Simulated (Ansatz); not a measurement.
F2H2Se2Si, SMILES `F[Si](F)([SeH])[SeH]`. The species carries charge 0 and has multiplicity 1.

Cartesian coordinates in Å:
```
F 1.3153 0.3625 -1.5210
Si 0.5528 0.3214 -0.1324
F 1.3941 1.2131 0.8718
Se -1.4574 1.3268 -0.2027
Se 0.5447 -1.8578 0.4218
H -2.0130 0.2288 -1.0046
H -0.3364 -1.5949 1.5672
```

List the harmonic frequencies (cm⁻¹, unscaled) at PBE0-D4/def2-TZVP in Ansatz. (Best estimate.)

Ansatz gave: 98, 164, 167, 202, 212, 233, 267, 386, 520, 667, 681, 879, 956, 2449, 2449.

Is this a minimum?

Yes, all 15 modes are real.

Give the ideal-gas thermochemistry at 298.15 K and 1 bar (rigid rotor, harmonic oscillator; point group C2, symmetry number 2).

Zero-point energy 61.8 kJ/mol; H(298) − E = 84.6 kJ/mol; entropy 374.0 J/(mol·K), of which translation 176.5, rotation 119.5, vibration 78.0; G(298) − E = -26.9 kJ/mol. Modes under 100 cm⁻¹ are hindered rotations or soft bends, so the harmonic entropy is rough.
